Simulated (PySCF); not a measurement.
Geometry (Å), atoms numbered from 1 in this order:
```xyz
14

F     3.1847    0.4098   -1.0609
C     2.0555   -0.1233   -0.6481
F     2.0900   -1.4349   -0.7187
C     1.0052    0.5611   -0.2015
F     1.0454    1.9050   -0.1610
C    -0.2706   -0.0577    0.2691
C    -1.2865   -0.3026   -0.8491
F    -1.7484    0.8573   -1.3362
F    -0.7428   -0.9627   -1.8752
F    -2.3383   -0.9988   -0.4276
C    -0.7711    0.1894    1.6305
O    -0.2062   -1.0327    1.2540
H    -0.1772    0.8042    2.2964
H    -1.8404    0.1856    1.8062
```

All values are calculated (PySCF 2.14.0 with density-fitted response routines): geometry from GFN2-xTB, shielding tensors at PBE0/pcSseg-1 (GIAO). One conformer, rapidly exchanging positions averaged, gas phase, non-relativistic Hamiltonian.

References, each an isolated molecule treated in the same way: 13C (σ = 186.93 ppm) against TMS.

Do the 13C shifts follow the atomic charges (in e)? Tabulate both.

Results:


```csv
atoms,hybridisation,δ (ppm),σ para (ppm),Hirshfeld,IAO,Mulliken,ESP-fitted
C2,sp2,170.4,-233,+0.16,+0.54,+0.60,+0.36
C4,sp2,134.7,-196,+0.02,+0.15,+0.17,+0.04
C7,sp3,132.4,-185,+0.25,+0.80,+0.93,+0.54
C6,sp3,53.7,-118,+0.02,+0.13,-0.29,-0.10
C11,sp3,47.1,-112,-0.00,-0.07,+0.13,+0.01
```

Correlation coefficients of δ with charge over these carbons: Hirshfeld +0.66, IAO +0.72, Mulliken +0.72, ESP-fitted +0.72; with the paramagnetic shielding -1.00. With so few points, grouped by hybridisation, these coefficients are fragile. Charge is one influence among several: hybridisation and low-lying excitations act through the paramagnetic term.

Shifts are as computed. Against solution values, carbons near 30 ppm lie about +3 ppm off and those near 130 ppm about +5 ppm. Of 1211 compounds with measured shifts, 218 miss one by over three times the rms of a fit or turn the order of signals round; such compounds aren't used in these exercises.
